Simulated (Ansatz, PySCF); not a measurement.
This singlet lies 2.53 eV below the relaxed triplet at the level frozen-core CCSD(T)/cc-pVTZ // B3LYP-D3(BJ)/def2-TZVP (Ansatz, a quantum-chemistry and plane-wave program).

Cartesian coordinates (Å):
```xyz
4

F      1.4273    -0.8162    -0.0558
Ge     0.9925     0.9057    -0.0268
S     -1.2542     0.6265     0.0484
H     -1.1656    -0.7160     0.0343
```
Charge 0, multiplicity 1.

### Question
Give the LUMO, dipole moment, HOMO, total energy and HOMO–LUMO gap at the level PBE-D3(BJ)/def2-TZVP // B3LYP-D3(BJ)/def2-TZVP (PySCF 2.14.0).

### Answer

| Quantity | Result |
|---|---|
| LUMO | -3.24 eV |
| dipole moment | 1.00 D |
| HOMO | -6.60 eV |
| total energy | -2575.1930 Ha |
| HOMO–LUMO gap | 3.36 eV |
